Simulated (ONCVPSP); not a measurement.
# mercury (Hg), ONCV: configuration errors across variants

ONCVPSP 4.0.1 input, shortened (lines: element, Z, core and valence counts, functional; n l f; lmax; l rc ep ncon nbas qcut; lloc lpopt rc5 dvloc0; l nproj debl; icmod fcfact rcfact), PBE, scalar-relativistic:

```
  Hg 80.00   10    4        4      upf
    1    0    2.00
    2    0    2.00
    2    1    6.00
    3    0    2.00
    3    1    6.00
    3    2   10.00
    4    0    2.00
    4    1    6.00
    4    2   10.00
    4    3   14.00
    5    0    2.00
    5    1    6.00
    5    2   10.00
    6    0    2.00
    2
    0    1.70    0.00    4    9    5.40
    1    1.45    0.00    4    7    8.60
    2    1.45    0.00    4    7    6.90
    2    5    1.45    0.00
    0    2    2.40
    1    3    2.60
    2    0    2.00
    1    0.20    0.00
```

All-electron excitation energies from the reference (eV): (1) 5s2 5p6 5d10 6s1 10.688; (2) 5s2 5p6 5d10 6s0 29.664; (3) 5s2 5p6 5d9 6s0 65.190; (4) 5s2 5p6 5d10 6s1.5 4.356.

Errors AE − PS in meV (a dash: test not solved or not reliable):

| change | (1) | (2) | (3) | (4) | bound ghosts | GHOST(+) flags above zero |
| --- | --- | --- | --- | --- | --- | --- |
| base | -7.3 | -30 | -33 | -2.3 | none | none |
| all radii but the core radius scaled by about 1.30 (s 2.20, p 1.88, d 1.88 bohr) | -7.6 | -33 | -53 | -2.4 | none | none |
| core correction polynomial model core, fcfact 0.76 | -7.5 | -31 | -34 | -2.3 | none | none |
| core correction Teter function fitted to the true core (icmod 2), fcfact 0.4 | -7.0 | -29 | -30 | -2.3 | none | none |
| p: qcut 9.5 | -7.3 | -30 | -33 | -2.3 | none | none |

(1) Give the same row for: s: ncon 3, nbas 8.

Answers

(1) -6.3, -28, -31, -1.8; bound ghosts: none; GHOST(+) flags above zero: none.
